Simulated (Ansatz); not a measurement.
Frontier orbitals of Cl3H2HfN (`[NH2][Hf]([Cl])([Cl])[Cl]`).

Total charge 0; spin multiplicity 1. Correlated methods include outer-core shells of Hf, which these sets cover unevenly. Hf takes the def2 core potential. The structure was optimised at the PBE0-D4/def2-TZVP level. It is one conformer, not always the lowest. Basis def2-TZVPP, the Gaussian-basis code of Ansatz.

Orbital energies of one run (eV). Highest occupied ones, from the top: -9.73, -10.60, -10.98, -11.02, -11.22, -11.50, -11.57, -11.96, -12.02, -12.49, -13.30, -15.74, -24.04, -24.19. Empty: -0.48, -0.21, 0.03, 0.38, 0.58, 0.81.

Problem. Which functional gave them?
A. B3LYP
B. HSE06 (plane-wave form)
C. r2SCAN
D. CAM-B3LYP

Solution. D. HOMO energies: CAM-B3LYP -9.73, r2SCAN -7.25, HSE06 -7.92, B3LYP -8.06 eV.

B3LYP here is the variant with VWN-RPA as its local correlation; programs differ in this.
